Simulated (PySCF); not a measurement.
**Calculated NMR data**

All values are calculated (PySCF): structure optimised with GFN2-xTB, σ from GIAO-PBE0/pcSseg-1. Averaged over atoms made equivalent by symmetry, fast rotation or ring inversion, single conformer, non-relativistic, isolated molecule.

Chemical shifts δ = σref − σ; TMS for $^{1}$H (σ = 31.72 ppm), $^{13}$C (σ = 186.93 ppm), all at this level. Splittings of carbon signals by F and P are missing where no couplings were computed. Where no couplings were computed, multiplicities follow the n + 1 count of equivalent neighbours, and m marks all less simple cases (inequivalent or close neighbours, rings, F or P nearby). Shifts are as computed. Against solution values, carbons near 30 ppm lie about +3 ppm off and those near 130 ppm about +5 ppm. Of 1309 compounds with measured shifts, 239 miss one by over three times the rms of a fit or turn the order of signals round; such compounds aren't used in these exercises. OH and NH positions are gas-phase values without hydrogen bonding to other molecules.

**1.** `InChI=1S/C6H9NOSi/c7-2-4-3-9-6(4)1-5(6)8/h4-5,8H,1,3,9H2/t4-,5-,6-/m1/s1`. $^{1}$H NMR (400 MHz, computed): δ 4.97 (m, 1H), 4.88 (m, 1H), 3.53 (m, 1H), 3.02 (m, 1H), 2.02 (m, 1H), 1.94 (m, 1H), 1.35 (m, 1H), 1.23 (br s, 1H), 0.79 (m, 1H). $^{13}$C{$^{1}$H} NMR (computed): δ 126.5, 60.1, 29.3, 26.8, 22.0, 14.4.

**2.** `C(/C=C/C#CC=C)F`, C₇H₇F. $^{1}$H NMR (400 MHz, computed): δ 6.75 (m, 1H), 6.25 (m, 1H), 6.11 (m, 1H), 5.97 (m, 1H), 5.90 (m, 1H), 5.38 (m, 2H). $^{13}$C{$^{1}$H} NMR (computed): δ 151.3 (CH), 137.2 (CH2), 124.9 (CH), 117.8 (CH), 101.1 (C), 98.7 (C), 87.7 (CH2).

**3.** `C[Si@@H]1[SiH2][Si@H](C)[Si@]1(N)P`, C₂H₁₄NPSi₄. $^{1}$H NMR (400 MHz, computed): δ 4.72 (m, 2H), 4.17 (m, 1H), 3.93 (m, 1H), 1.35 (m, 2H), 0.30 (d, 6H), 0.13 (br s, 2H). $^{13}$C{$^{1}$H} NMR (computed): δ -5.2 (CH3).
